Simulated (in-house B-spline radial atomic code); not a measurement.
**RPA and G0W0 on CAM-B3LYP: Hg²⁺**

Configuration [Xe] 4f14 5d10, mean-field start CAM-B3LYP. Computed with a B-spline radial code for spherical atoms: all electrons, scalar-relativistic (spin-free one-electron X2C), finite nucleus, each spin shell either full or empty, empty states to l = 9 with an (l + 1/2)⁻⁴ tail; G0W0 by contour deformation at full frequency.

Without the two-electron picture change, the correlation of inner shells comes somewhat too large for so heavy an element.

Command:
```bash
python run_gw.py task.json out
```
Settings (radii: box in bohr, nucleus in fm):
```
Z                        80
electrons                78
configuration            [Xe] 4f14 5d10
hamiltonian              x2c
method                   camb3lyp
lmax                     9
rms_radius               5.4648
spin_polarised           False
box_radius               17.55
intervals                68
```

Cost of the run: 8.5 s on 1 thread of Arm Neoverse N1 (shared host).

Energies (hartree):

```tsv
term	value
mean-field total	-19626.01751
Hartree-Fock functional on these orbitals	-19619.15080
direct second order	-7.8611
second-order exchange	1.9452
SOSEX correction	1.8355
```

(1) What is the RPA correlation energy, and what remains with SOSEX?

Quasi-particle levels (eV):

```
level  occupied  mean field  Σx - vxc     Σc  QP weight     G0W0
   5d       yes      -32.12     -3.62      ?          ?        ?
   6s        no     -20.734      3.72  -2.12      0.964  -19.136
```

G0W0 = mean field + (Σx - vxc) + Σc, with Σc (partial-wave tail included) taken at the quasi-particle energy. Only the outer levels were computed. Levels of low weight are left out.

(2) Where does G0W0 put 5d?

Answers

(1) RPA gives -6.9231 hartree (-2.42 eV per electron); RPA + SOSEX gives -5.0876, and the second-order doubles -5.9159 hartree (no singles). SOSEX takes back 27 % of the RPA value.

(2) At -35.89 eV, with Σc = -0.15 eV and a quasi-particle weight of 0.932. The tabulated removal energy is 34.49 ± 0.05 eV (NIST, measured); the calculation leaves out spin-orbit coupling, Breit and QED terms, and what these don't explain is the method's own error.
